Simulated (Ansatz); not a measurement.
Compare A (`O[Si@H]1C[C@@H]1[SiH3]`) with its isomer B (`CC[Si]O[SiH3]`).

Computed with Ansatz on PBE0-D4/def2-TZVP structures; ΔE is electronic, products minus reactants. CBS: MP2 limit from def2 TZ/QZ plus the TZ coupled-cluster correction, frozen cores. Functionals use def2-TZVPP. B3LYP here is the variant with VWN-RPA as its local correlation; programs differ in this. One conformer a species, not always the lowest.

A:

Z-matrix (Å, degrees):
```
Si
C 1 1.825
C 1 1.835 2 51.3
O 1 1.639 2 123.3 3 108.3
H 1 1.471 2 121.9 3 -106.0
H 2 1.087 1 121.5 3 106.3
H 2 1.087 1 120.0 3 -105.0
Si 3 1.848 1 121.9 2 -108.4
H 3 1.090 1 116.5 2 104.8
H 4 0.958 1 118.4 2 -29.0
H 8 1.490 3 109.0 1 27.0
H 8 1.488 3 111.0 1 -92.7
H 8 1.491 3 112.3 1 145.8
```

B:

Z-matrix (Å, degrees):
```
C
C 1 1.531
H 1 1.093 2 111.7
H 1 1.094 2 111.9 3 -120.0
H 1 1.095 2 111.8 3 119.9
Si 2 1.908 1 112.2 3 -177.2
H 2 1.099 1 110.2 3 61.1
H 2 1.096 1 110.1 3 -56.3
O 6 1.651 2 101.1 1 -67.0
Si 9 1.643 6 150.4 2 -4.8
H 10 1.483 9 108.6 6 -141.9
H 10 1.488 9 111.0 6 -21.9
H 10 1.485 9 109.2 6 98.4
```

Q: Which isomer does CCSD(T)/CBS put lower? Give the gap. (Estimate.)

A: The calculation gave: B, by 76.2 kJ/mol.

Q: Give E(B) − E(A) in kJ/mol with PBE-D4, ωB97M-V, B3LYP-D4, CCSD/def2-TZVPP, HF/def2-TZVPP, B2PLYP, r2SCAN-D4. (Estimate.)

A: Ansatz gave: PBE-D4 -64.5, ωB97M-V -79.8, B3LYP-D4 -90.5, CCSD/def2-TZVPP -84.5, HF/def2-TZVPP -100.6, B2PLYP -81.7, r2SCAN-D4 -57.5. None reverses the order clearly.

Largest T1 diagnostic: 0.013.

The D4 term adds −3.1 kJ/mol with B3LYP and −1.8 kJ/mol with PBE0; it sums over pairs of atoms, weighted by their polarisabilities, and B3LYP, whose exchange is more repulsive, gets the larger term. In def2-TZVPP, CCSD(T) changes the Hartree–Fock value by +20.5 kJ/mol (the triples alone add +4.3 kJ/mol) and MP2 by +35.8 kJ/mol.
